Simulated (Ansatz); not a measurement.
Isolated molecules relaxed with PBE0-D4/def2-TZVP in Ansatz; ΔE leaves out vibrations. CCSD(T)/CBS adds triple-zeta CCSD(T) − MP2 to the extrapolated MP2 energy (def2 sets, frozen cores). This one scheme is used for every species. DFT in def2-TZVPP. B3LYP here is the variant with VWN-RPA as its local correlation; programs differ in this. HSE06 is defined as in plane-wave codes. Elements past krypton have def2 core potentials. For Zr outer-core shells are correlated without core-valence functions, which leaves a few kJ/mol of doubt a bond. Each species was taken in one conformer, which may not be the lowest.

Consider the ligand exchange at a Zr–F bond: `[NH2][Zr]([NH2])([F])[Cl]` + NH₃ → `[NH2][Zr]([NH2])([NH2])[Cl]` + H–F.

Q: Is it downhill or uphill in electronic energy at CCSD(T)/CBS, and by how much? (Best estimate.)

A: Computed: Uphill: ΔE = +109.1 kJ/mol.

Q: What do these levels give: LDA (SPW92), B3LYP-D4, CAM-B3LYP-D4, ωB97X-V, r2SCAN, B3LYP, HSE06, BHLYP, MP2/def2-SVP, CCSD/def2-SVP, MP2/def2-TZVPP, HF/CBS(def2)? (Estimate.)

A: The calculation gave: LDA (SPW92) 113.6, B3LYP-D4 118.7, CAM-B3LYP-D4 123.0, ωB97X-V 123.6, r2SCAN 124.6, B3LYP 125.2, HSE06 118.5, BHLYP 124.2, MP2/def2-SVP 122.3, CCSD/def2-SVP 124.6, MP2/def2-TZVPP 106.6, HF/CBS(def2) 127.8 kJ/mol.

Largest T1 diagnostic among the species: 0.016.

From BLYP to BHLYP (50 % exact exchange), in def2-TZVPP and without D4, ΔE moves by −4.2 kJ/mol. The D4 term adds −6.5 kJ/mol with B3LYP and −3.7 kJ/mol with PBE0; it sums over pairs of atoms, weighted by their polarisabilities, and B3LYP, whose exchange is more repulsive, gets the larger term. In def2-TZVPP, CCSD(T) changes the Hartree–Fock value by −16.4 kJ/mol (the triples alone add −1.8 kJ/mol) and MP2 by −19.6 kJ/mol.
